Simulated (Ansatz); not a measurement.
```yaml
crystal:
  periodic: [false, false, false]
  atoms:
    - {symbol: Cl, position_ang: [1.563625, -0.627284, 2.681824]}
    - {symbol: In, position_ang: [-3.373220, -2.826755, 0.261116]}
    - {symbol: B, position_ang: [0.861367, 0.766617, -0.480826]}
    - {symbol: O, position_ang: [-1.134229, 0.049939, -1.701658]}
    - {symbol: H, position_ang: [2.325803, 2.351380, -1.052904]}
basis:
  gaussian: {orbitals: def2-mTZVPP}
hamiltonian: {xc: {name: B97M-V}}
```

```sh
$ ansatz run in.yaml --threads 2 --pin off --events-out ev --progress --plain --max-ram 4352MiB
```

Output, abridged:

```
Functional definition: B97M-V
1009 factors; their error is unknown
mean field evaluation 1: about -20393.2416 eV, gradient 9.2e1 eV
mean field evaluation 2: about -19825.6471 eV, gradient 2.0e2 eV
mean field evaluation 4: about -20151.0465 eV, gradient 1.4e2 eV
mean field evaluation 8: about -20398.6325 eV, gradient 7.7e1 eV
mean field evaluation 16: about -20422.0178 eV, gradient 4.7e-2 eV
mean field -20422.01779179 eV, -750.4953113074 hartree, gradient 2.3e-5 eV, S^2 0.000000; 8 other end points of the search recorded, 0 dependent functions left out
reference -20422.01787895 eV, -750.4953145104 hartree; 26, 26 occupied and 85, 85 virtual orbitals, 1009 factors
Total energy: -20422.01787895 eV, -750.4953145104 hartree
```

(1) Something in this input is off. What?

Results:

(1) The coordinates are in bohr but typed as ångström. The run converged. The result belongs to that input, not to the molecule as meant.
